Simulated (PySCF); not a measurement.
1,2,2-trisilylethylsilane (C₂H₁₄Si₄), SMILES [SiH3]C(C([SiH3])[SiH3])[SiH3].

Geometry optimised at PBE-D3(BJ)/def2-SVP. Other conformers were not sampled.

The numbers are results of PBE-D3(BJ)/def2-SVP (PySCF), not measurements.

Frequencies are harmonic and unscaled.

```
mode  ν (cm⁻¹)  IR (km/mol)  moving atoms (share of kinetic energy)
----  --------  -----------  --------------------------------------
1           44          0.0                         Si 68 %, H 31 %
2           92          0.6                                  H 98 %
3          117          0.1                         H 84 %, Si 16 %
4          123          1.0                         H 87 %, Si 10 %
5          142          0.2                 Si 69 %, H 21 %, C 10 %
6          144          0.4                         Si 69 %, H 26 %
7          145          0.0                         Si 70 %, H 24 %
8          194          0.7                 Si 48 %, H 37 %, C 15 %
9          196          0.0                                  H 93 %
10         244          0.0                 Si 52 %, H 28 %, C 20 %
11         279          2.2                 H 44 %, C 42 %, Si 14 %
12         449          1.4                 Si 42 %, H 39 %, C 19 %
13         525          0.5                         H 79 %, Si 16 %
14         537          0.2                 H 60 %, Si 26 %, C 13 %
15         546          0.0                         H 83 %, Si 14 %
16         569          0.7                         H 76 %, Si 17 %
17         574          1.3                         H 83 %, Si 14 %
18         626          0.0                         H 82 %, Si 15 %
19         691        126.6                 H 57 %, C 28 %, Si 14 %
20         713        102.6                 H 49 %, C 37 %, Si 14 %
21         749         62.5                 H 45 %, C 41 %, Si 14 %
22         793         19.0                 C 48 %, H 38 %, Si 13 %
23         812          0.9                 C 53 %, H 34 %, Si 13 %
24         865        179.3                                  H 93 %
25         869        243.6                                  H 93 %
26         883        300.7                          H 91 %, Si 9 %
27         901         27.4                                  H 97 %
28         905         25.2                                  H 97 %
29         909         20.8                                  H 97 %
30         911          3.5                                  H 97 %
31         913         36.0                                  H 97 %
32         914         54.8                                  H 97 %
33         916         82.0                                  H 97 %
34         917          0.7                                  H 95 %
35         923         66.3                          H 91 %, Si 8 %
36        1004          0.0                          H 53 %, C 45 %
37        1011         26.8                          H 77 %, C 21 %
38        1046         13.9                          C 52 %, H 46 %
39        1167          5.8                          H 78 %, C 21 %
40        1209          4.8                          H 79 %, C 20 %
41        2149         68.2                                  H 98 %
42        2150        130.6                                  H 98 %
43        2159          4.2                                  H 98 %
44        2161          2.5                                  H 98 %
45        2164         45.7                                  H 96 %
46        2166         47.4                                  H 96 %
47        2167          1.1                                  H 96 %
48        2169         55.1                                  H 96 %
49        2173          0.4                                  H 97 %
50        2173        328.8                                  H 96 %
51        2179        175.2                                  H 96 %
52        2179        107.6                                  H 96 %
53        2928          8.7                                  H 93 %
54        2930          2.5                                  H 92 %
```
